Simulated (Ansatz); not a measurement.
Al7As7H20⁻, a nanocrystal cut from zinc blende AlAs (hydrogen-capped). Charge -1, multiplicity 2. Geometry PBE-D4/def2-SVP, that of the neutral singlet; atoms count from 1.

```
atom   x (Å)   y (Å)   z (Å)
 Al1   0.097  -3.921  -0.203
 Al2  -2.587   3.054   0.159
 Al3  -1.106  -0.468  -2.121
 Al4  -1.102  -0.682   2.071
 Al5   2.917  -1.650   2.046
 Al6   1.673   1.770   0.092
 Al7   2.914  -1.426  -2.211
 As8  -2.650   1.345   1.970
 As9  -1.394  -1.833  -0.089
As10   2.276  -2.687  -0.143
As11  -2.653   1.538  -1.816
As12  -0.147   3.556   0.180
As13   1.175   0.443  -1.925
As14   1.180   0.241   1.962
 H15  -0.179  -4.560  -1.650
 H16  -0.170  -4.710   1.170
 H17  -3.619   4.272   0.223
 H18  -1.539  -1.107  -3.518
 H19  -1.534  -1.457   3.397
 H20   2.480  -2.573   3.285
 H21   4.343  -0.920   1.956
 H22   3.044   2.584   0.134
 H23   2.477  -2.214  -3.540
 H24   4.340  -0.708  -2.046
 H25  -4.112   0.918   2.076
 H26  -2.590   2.135   3.275
 H27  -2.856  -2.276  -0.111
 H28   3.265  -3.854  -0.204
 H29  -4.116   1.127  -1.965
 H30  -2.592   2.457  -3.032
 H31   0.060   4.594  -0.920
 H32   0.065   4.494   1.365
 H33   1.314   1.423  -3.089
 H34   1.326   1.093   3.222
```

Single mean-field runs in def2-TZVP are fitted with def2-universal-jkfit. The highest occupied level of the charge -1 doublet lies above zero (up to 0.43 eV). By energy differences its removal costs 0.73 eV (vertical, to the charge 0 singlet, at PBE0-D4/def2-TZVP); self-interaction error and the lack of diffuse functions both raise the level.

**Question.** Estimate the Mulliken populations of the heavy atoms from the PBE0/def2-TZVP orbitals of Ansatz.

**Answer.** 
```tsv
atom	charge (e)	spin (α − β)
Al1	0.20	0.04
Al2	0.23	0.09
Al3	0.29	0.01
Al4	0.28	0.02
Al5	0.20	0.04
Al6	0.29	0.01
Al7	0.22	0.00
As8	-0.27	0.22
As9	-0.28	0.01
As10	-0.30	0.00
As11	-0.18	0.07
As12	-0.18	0.06
As13	-0.30	0.00
As14	-0.28	0.01
```
Mulliken values and Mayer orders depend strongly on the basis.

**Question.** Where does the spin sit?

**Answer.** Summed by element: Al 0.21, As 0.38, H 0.41, of 1 unpaired in all. Largest on single atoms: As8 0.22, H30 0.11, H31 0.11.

**Question.** And the Mayer bond orders between bonded heavy atoms (over 0.3)?

**Answer.** Al1–As9 0.67 (2.57 Å); Al1–As10 0.78 (2.51 Å); Al2–As8 0.91 (2.49 Å); Al2–As11 0.78 (2.49 Å); Al2–As12 0.78 (2.49 Å); Al3–As9 0.85 (2.46 Å); Al3–As11 0.70 (2.55 Å); Al3–As13 0.82 (2.46 Å); Al4–As8 0.75 (2.55 Å); Al4–As9 0.82 (2.46 Å); Al4–As14 0.82 (2.46 Å); Al5–As10 0.78 (2.51 Å); Al5–As14 0.67 (2.57 Å); Al6–As12 0.70 (2.55 Å); Al6–As13 0.82 (2.46 Å); Al6–As14 0.85 (2.46 Å); Al7–As10 0.79 (2.51 Å); Al7–As13 0.67 (2.57 Å).
